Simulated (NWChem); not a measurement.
Species: CH₅AlSe; SMILES [CH3][AlH][SeH]

```xyz
8

Al    -0.6118    -1.1079     0.0000
H     -2.1817    -1.3484     0.0000
C      0.7197    -2.5480     0.0000
H      0.5931    -3.1923    -0.8802
H      0.5931    -3.1923     0.8802
H      1.7524    -2.1827     0.0000
Se     0.1217     1.1162     0.0000
H     -1.2585     1.6551     0.0000
```
Atoms are numbered in this order, from 1.

Results from NWChem. Pople sets run with spherical d functions. Geometry: optimised at B3LYP/6-31G* (spherical d). Vertical excitations in the gas phase; the lowest state need not have the same character in each row.

| level | lowest excitation, singlet (eV) | lowest state with f > 0.02, singlet (eV) | orbital gap (eV) |
|---|---|---|---|
| PBE/6-31G*, TDA | 4.86 | 4.86 | 4.25 |
| B3LYP/6-31G*, TDA | 5.15 | 5.15 | 5.64 |
| Hartree-Fock/6-31G*, CIS | 6.43 | 6.48 | 11.19 |
| BHandHLYP/6-31G*, TDA | 5.65 | 5.65 | 7.76 |
